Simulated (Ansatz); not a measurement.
Ansatz results at the PBE0-D4/def2-TZVP geometry: HOMO–LUMO gap (PBE/def2-TZVPP) 1.36 eV; size of the dipole moment (ωB97M-V/def2-TZVPP) 4.29 D; HOMO energy (PBE0/def2-TZVPP) -5.73 eV.

Which molecule gave them?
A. `N[CH2][GeH2][SiH3]`
B. `[SiH2]1[Se][Se]1`
C. `[Se]=[C]1[AlH][S]1`
D. `N=C(O)[SiH](N)O`

C. The others give `[SiH2]1[Se][Se]1`: 2.02, 1.76, -6.23; `N[CH2][GeH2][SiH3]`: 5.08, 1.79, -6.95; `N=C(O)[SiH](N)O`: 4.81, 1.17, -7.58.
